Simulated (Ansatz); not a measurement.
Wavefunction ladder for CH4ISi, SMILES `C[SiH]I` radical

Z-matrix (Å, degrees):
```
C
Si 1 1.871
H 1 1.093 2 110.2
H 1 1.093 2 109.6 3 119.5
H 1 1.091 2 110.9 3 -120.4
I 2 2.445 1 110.5 3 60.6
H 2 1.492 1 111.3 3 -58.4
```

The species carries charge 0 and has multiplicity 2. Correlated methods include outer-core shells of I, which these sets cover unevenly. I: def2 effective core potential. All single points use the PBE0-D4/def2-TZVP geometry. Frozen core, unrestricted reference, Ansatz 0.2.0.

```csv
basis,HF (Eh),MP2 corr.
def2-SVP,-625.67301,-0.34489
def2-TZVPP,-625.83076,-0.77722
def2-QZVPP,-625.84279,-0.96786
```

Estimate the CCSD correlation energy and the (T) correction in each basis where they were run (hartree).


```tsv
basis	CCSD corr.	(T)
def2-SVP	-0.38241	-0.01032
def2-TZVPP	-0.77631	-0.02238
```
